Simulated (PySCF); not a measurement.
H₂Si (SMILES [SiH2]), triplet, at a GFN2-xTB geometry; SVWN5/6-31G in PySCF.

The PySCF input:
```python
from pyscf import gto, scf, dft

mol = gto.M(
    atom='''
Si   -0.00166170    0.08538378    0.00495698
H    -1.25761844   -0.62511866    0.01233517
H     1.28088231   -0.57025423   -0.08173290
''',
    basis='6-31g',
    spin=2,
    verbose=4,
)

mf = dft.UKS(mol)
mf.xc = 'lda,vwn'
mf.kernel()
```

Problem. Write the output that PySCF gives for this input, abridged.

Solution. 
```
PySCF version 2.14.0

[INPUT] verbose = 4
[INPUT] num. atoms = 3
[INPUT] num. electrons = 16
[INPUT] charge = 0
[INPUT] spin (= nelec alpha-beta = 2S) = 2
[INPUT] symmetry False subgroup None
[INPUT] Mole.unit = angstrom
[INPUT] Symbol           X                Y                Z      unit          X                Y                Z       unit  Magmom
[INPUT]  1 Si    -0.001661700000   0.085383780000   0.004956980000 AA   -0.003140157901   0.161351959680   0.009367334605 Bohr   0.0
[INPUT]  2 H     -1.257618440000  -0.625118660000   0.012335170000 AA   -2.376554420803  -1.181303062755   0.023310093000 Bohr   0.0
[INPUT]  3 H      1.280882310000  -0.570254230000  -0.081732900000 AA    2.420516763700  -1.077624316075  -0.154452796366 Bohr   0.0

nuclear repulsion = 10.4763192452172
number of shells = 11
number of NR pGTOs = 54
number of NR cGTOs = 17
basis = 6-31g
ecp = {}

******** <class 'pyscf.dft.uks.UKS'> ********
method = UKS
initial guess = minao
damping factor = 0
level_shift factor = 0
DIIS = <class 'pyscf.scf.diis.CDIIS'>
diis_start_cycle = 1
diis_space = 8
diis_damp = 0
SCF conv_tol = 1e-09
SCF conv_tol_grad = None
SCF max_cycles = 50
direct_scf = True
direct_scf_tol = 1e-13
number electrons alpha = 9  beta = 7
XC library pyscf.dft.libxc version 7.1.2
    S. Lehtola, C. Steigemann, M. J. T. Oliveira, and M. A. L. Marques,  SoftwareX 7, 1–5 (2018)
XC functionals = lda,vwn
    P. A. M. Dirac,  Math. Proc. Cambridge Philos. Soc. 26, 376 (1930)
    F. Bloch,  Z. Phys. 57, 545 (1929)
    S. H. Vosko, L. Wilk, and M. Nusair,  Can. J. Phys. 58, 1200 (1980)
radial grids:
    Treutler-Ahlrichs [JCP 102, 346 (1995); DOI:10.1063/1.469408] (M4) radial grids

becke partition: Becke, JCP 88, 2547 (1988); DOI:10.1063/1.454033
pruning grids: <function nwchem_prune>
grids dens level: 3
symmetrized grids: False
atomic radii adjust function: <function treutler_atomic_radii_adjust>
small_rho_cutoff = 0
Set gradient conv threshold to 3.16228e-05
tot grids = 38800
init E= -289.286739745187

cycle= 1 E= -289.348739741082  delta_E= -0.062  |g|= 0.0382  |ddm|= 1.12
cycle= 2 E= -289.350035565847  delta_E= -0.0013  |g|= 0.0153  |ddm|= 0.118
cycle= 3 E= -289.350210347306  delta_E= -0.000175  |g|= 0.00546  |ddm|= 0.0396
cycle= 4 E= -289.350241232356  delta_E= -3.09e-05  |g|= 0.00102  |ddm|= 0.0142
cycle= 5 E= -289.350242551728  delta_E= -1.32e-06  |g|= 0.000144  |ddm|= 0.00227
cycle= 6 E= -289.350242580715  delta_E= -2.9e-08  |g|= 2.08e-05  |ddm|= 0.000416
cycle= 7 E= -289.350242581205  delta_E= -4.89e-10  |g|= 2.08e-06  |ddm|= 5.61e-05
Extra cycle  E= -289.35024258121  delta_E= -5.12e-12  |g|= 5.62e-07  |ddm|= 7.08e-06
converged SCF energy = -289.35024258121  <S^2> = 2.0015494  2S+1 = 3.0010328
```
